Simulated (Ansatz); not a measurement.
A nudged elastic band was laid between two geometries of BCl2H + ClH (6 atoms, charge 0, multiplicity 1).

Method: Ansatz, RKS PBE0/def2-SVP.

* movable images: 7
* climbing image: yes
* spring: 5.0 eV/Å²
* optimiser: quadratic models (default)
* start path: through a guess of the saddle point
* force threshold: 0.05 eV/Å
* iteration limit: 60
* end points: relaxed

First end point:

```xyz
6
Properties=species:S:1:pos:R:3
B -0.003 0.432 -0.203
H 0.003 0.636 0.979
Cl 1.502 0.368 -1.074
Cl -1.520 0.292 -1.044
Cl 0.086 -2.666 1.135
H 0.061 -1.986 2.227
```

Last end point:

```xyz
6
Properties=species:S:1:pos:R:3
B 0.021 -0.676 -0.721
H 0.007 0.272 2.417
Cl 1.506 0.196 -0.971
Cl -1.509 0.123 -0.946
Cl 0.066 -2.354 -0.249
H 0.038 -0.485 2.490
```

(1) What changes between the two ends?

(2) Give the energies along the band, and the barrier.

(3) What is the geometry of the highest image?

(4) What are the harmonic wavenumbers there?

## Answers

(1) Bonds broken: B1–H2, Cl5–H6. Bonds formed: B1–Cl5, H2–H6. BCl2H + ClH becomes BCl3 + H2.

(2) The forces met the threshold. The highest image is number 4 of 0 to 8, 0.83 eV above the first end and 1.42 eV above the last; the last end lies 0.59 eV below the first. A vibrational analysis at the climbing image gives one clearly imaginary mode, 803i cm⁻¹: a first-order saddle point. The orbitals stay closed-shell, which can raise the energy where a bond breaks towards radicals; this wasn't checked here.

```json
{"image": "0", "path coordinate (Å)": "0.00", "energy (eV)": "0.00", "B1–H2 (Å)": "1.20", "Cl5–H6 (Å)": "1.29", "B1–Cl5 (Å)": "3.38"}
{"image": "1", "path coordinate (Å)": "0.50", "energy (eV)": "0.01", "B1–H2 (Å)": "1.20", "Cl5–H6 (Å)": "1.29", "B1–Cl5 (Å)": "3.28"}
{"image": "2", "path coordinate (Å)": "0.99", "energy (eV)": "0.07", "B1–H2 (Å)": "1.21", "Cl5–H6 (Å)": "1.29", "B1–Cl5 (Å)": "3.03"}
{"image": "3", "path coordinate (Å)": "1.49", "energy (eV)": "0.36", "B1–H2 (Å)": "1.22", "Cl5–H6 (Å)": "1.32", "B1–Cl5 (Å)": "2.57"}
{"image": "4", "path coordinate (Å)": "1.98", "energy (eV)": "0.83", "B1–H2 (Å)": "1.30", "Cl5–H6 (Å)": "1.53", "B1–Cl5 (Å)": "2.10"}
{"image": "5", "path coordinate (Å)": "2.56", "energy (eV)": "0.15", "B1–H2 (Å)": "1.67", "Cl5–H6 (Å)": "2.06", "B1–Cl5 (Å)": "1.82"}
{"image": "6", "path coordinate (Å)": "3.13", "energy (eV)": "-0.37", "B1–H2 (Å)": "2.26", "Cl5–H6 (Å)": "2.51", "B1–Cl5 (Å)": "1.75"}
{"image": "7", "path coordinate (Å)": "3.71", "energy (eV)": "-0.55", "B1–H2 (Å)": "2.75", "Cl5–H6 (Å)": "3.00", "B1–Cl5 (Å)": "1.74"}
{"image": "8", "path coordinate (Å)": "4.29", "energy (eV)": "-0.59", "B1–H2 (Å)": "3.28", "Cl5–H6 (Å)": "3.32", "B1–Cl5 (Å)": "1.74"}
```

(3) 
```xyz
6
Properties=species:S:1:pos:R:3:forces:R:3
B 0.014 -0.240 0.066 0.00 0.00 0.00
H 0.012 0.185 1.292 0.00 0.00 0.00
Cl 1.540 0.171 -0.718 0.00 0.00 0.00
Cl -1.538 0.103 -0.699 0.00 0.00 0.00
Cl 0.063 -2.250 0.688 0.00 0.00 0.00
H 0.037 -0.893 1.391 0.00 0.00 0.00
```

(4) 803i, 186, 215, 308, 669, 703, 757, 940, 1059, 1360, 1653, 2245 cm⁻¹.

Run time: 8.6 min on 1 thread of Arm Neoverse V2, with other jobs on the host, peak memory 0.15 GiB.
